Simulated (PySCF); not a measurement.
B(F)(Me)(Et) (C₃H₈BF), SMILES B(CC)(F)C.

The structure is a stationary point at B3LYP-D3(BJ)/def2-SVP. Other conformers were not sampled.

Two levels are set side by side: TDA-PBE/def2-SVPD (PySCF) and TDA-M06-2X/def2-SVPD (PySCF). Vertical, same geometry. The lowest singlet is HOMO→LUMO 99 % with PBE and HOMO→LUMO+1 94 % with the other functional; states are paired by order. Differences are taken from unrounded values.

```tsv
quantity	TDA-M06-2X	TDA-PBE	TDA-PBE minus TDA-M06-2X
lowest singlet excitation (eV)	6.56	6.09	-0.47
lowest triplet excitation (TDA) (eV)	6.17	5.58	-0.59
first bright state (f over 0.05) (eV)	8.92	7.46	-1.46
its oscillator strength	0.09	0.07	-0.03
```

Functionals without exact exchange tend to place singlet excitations lower, as here. Differences between two approximate levels are no errors against the true value.

Rough cost on one machine, each run with all the roots and properties that it gave: TDA-M06-2X against TDA-PBE about 10 times.
